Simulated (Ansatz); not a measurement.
`C[CH]([GeH3])C#N` → `C=[C]1[CH2][GeH]1[NH2]`  (isomerisation)

Program: Ansatz. Geometries: PBE0-D4/def2-TZVP. ΔE: electronic, gas phase. CCSD(T)/CBS is the MP2 limit (def2-TZVPP, def2-QZVPP) plus CCSD(T) − MP2 in def2-TZVPP, frozen cores. Functionals use def2-TZVPP. For Ge outer-core shells are correlated without core-valence functions, which leaves a few kJ/mol of doubt a bond. Scalar relativity is left out up to krypton. Each species was taken in one conformer, which may not be the lowest.

```csv
species,ωB97X-V energy (Eh)
`C[CH]([GeH3])C#N`,-2250.08839
`C=[C]1[CH2][GeH]1[NH2]`,-2250.03805
```

**Question.** Work out ΔE.

**Answer.** ΔE = (-2250.03805) − (-2250.08839) = 0.05034 Eh = +132.2 kJ/mol. CCSD(T)/CBS gives +124.2 kJ/mol.

Largest T1 diagnostic among the species: 0.012.

From PBE to PBE0 (25 % exact exchange), in def2-TZVPP and without D4, ΔE moves by +3.6 kJ/mol. In def2-TZVPP, CCSD(T) changes the Hartree–Fock value by −33.2 kJ/mol (the triples alone add −4.6 kJ/mol) and MP2 by −32.5 kJ/mol.
